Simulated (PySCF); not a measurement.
# Unknowns

Theory: geometry from PBE0-D3(BJ)/def2-SVP, shielding tensors at PBE0/pcSseg-1 (GIAO), couplings computed with B3LYP/pcJ-1 (spin–dipole term left out of most H,H and C,H couplings), in PySCF (single conformer, isolated molecule, rapidly exchanging positions averaged, non-relativistic Hamiltonian).

δ = σ(ref) − σ, references computed at the same level: ¹H (σref 31.27), ¹³C (σref 184.41) against TMS. Multiplet labels drop J under 1 Hz and among equivalent protons, and merge close values. Unscaled 3J(H,H) run several per cent high. Splittings of carbon signals by F and P are missing where no couplings were computed. Where no couplings were computed, multiplicities follow the n + 1 count of equivalent neighbours, and m marks all less simple cases (inequivalent or close neighbours, rings, F or P nearby). Shifts are as computed. Against solution values, carbons near 30 ppm lie about +2 ppm off and those near 130 ppm about +5 ppm. Of 1313 compounds with measured shifts, 239 miss one by over three times the rms of a fit or turn the order of signals round; such compounds aren't used in these exercises.

Q: C$_{13}$H$_{10}$. ¹H NMR (400 MHz, computed): δ 8.02 (m, 2H), 7.62 (m, 2H), 7.52 (m, 2H), 7.42 (m, 2H), 3.87 (quint, J = 1.1 Hz, 2H). ¹³C{¹H} NMR (computed): δ 148.4 (C), 146.8 (C), 132.3 (CH), 132.2 (CH), 130.2 (CH), 125.1 (CH), 39.5 (CH2). Identify the compound.

A: `InChI=1S/C13H10/c1-3-7-12-10(5-1)9-11-6-2-4-8-13(11)12/h1-8H,9H2`. Rings plus π bonds: 9 (3 rings in the answer). 7 carbon signals for 13 carbons: some carbons are equivalent by symmetry or fast rotation. Carbon types of the structure: 4 × C, 8 × CH, 1 × CH2, which accounts for all hydrogens. δC 148.4, 146.8: substituted aromatic carbon. δC 132.3, 132.2, 130.2, 125.1: aromatic CH. δC 39.5: sp3 CH2 on an aromatic ring; saturated and bonded to C and H only. δH 8.02, 7.62, 7.52, 7.42: hydrogen on an aromatic CH; it sits in the deshielding region of the aromatic ring current.

The data come from this structure; uniqueness wasn't tested.

Q: C$_{8}$H$_{8}$FP. ¹H NMR (600 MHz, computed): δ 7.56 (m, 1H), 7.45 (m, 1H), 7.34 (m, 1H), 1.85 (m, 1H), 1.38 (m, 2H), 1.00 (m, 2H). ¹³C{¹H} NMR (computed): δ 209.3 (C), 192.5 (C), 136.5 (CH), 134.2 (CH), 124.5 (CH), 24.8 (CH), 21.3 (CH2). Give a structure.

A: `InChI=1S/C8H8FP/c9-8-3-1-2-7(10-8)6-4-5-6/h1-3,6H,4-5H2`. 7 carbon signals for 8 carbons: some carbons are equivalent by symmetry or fast rotation. Carbon types of the structure: 2 × C, 4 × CH, 2 × CH2, which accounts for all hydrogens. δC 209.3: aromatic carbon bearing fluorine; an ipso carbon deshielded by its heteroatom. δC 192.5: substituted aromatic carbon. δC 136.5, 134.2, 124.5: aromatic CH. δH 7.56, 7.45, 7.34: hydrogen on an aromatic CH; it sits in the deshielding region of the aromatic ring current.

This is the structure that produced the data.
